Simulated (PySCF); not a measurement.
Species: C₁₂H₂₇P.
Numbering: `[CH3:1][CH2:2][C@H:3]([CH3:4])[P:5]([C@@H:6]([CH3:7])[CH2:8][CH3:9])[C@@H:10]([CH3:11])[CH2:12][CH3:13]` (hydrogens: H14, H15, H16 on C1; H17, H18 on C2; H19 on C3; H20, H21, H22 on C4; H23 on C6; H24, H25, H26 on C7; H27, H28 on C8; H29, H30, H31 on C9; H32 on C10; H33, H34, H35 on C11; H36, H37 on C12; H38, H39, H40 on C13)

The closed-shell ground state was solved at several levels (PySCF, density fitting, gas phase, non-relativistic). One conformer (not necessarily the lowest) at the PBE0-D3(BJ)/def2-SVP geometry, without solvent, vibrations or thermal averaging.

```
         level  basis functions  HOMO (eV)  LUMO (eV)  gap (eV)  dipole (D)
 PBE0/pcSseg-1              363      -6.04       1.12      7.16        1.21
PBE0/def2-SVPD              480      -6.01       0.56      6.57        1.20
```

Problem. What might B97-2/pcSseg-1 (363 basis functions) give for the same quantities?

Solution. HOMO -5.80 eV, LUMO 1.16 eV, gap 6.96 eV, dipole 1.21 D.

Problem. Over all these levels, which gives the widest orbital gap and which the narrowest?

Solution. PBE0/pcSseg-1 has the widest, 7.16 eV, and PBE0/def2-SVPD the narrowest, 6.57 eV. The two share the functional. From the narrowest to the widest the HOMO moves by -0.03 eV and the LUMO by +0.56 eV.

Problem. How far do the dipole and the HOMO energy spread over the levels?

Solution. The dipole runs from 1.20 to 1.21 D (mean 1.21 D) and the HOMO from -6.04 to -5.80 eV.
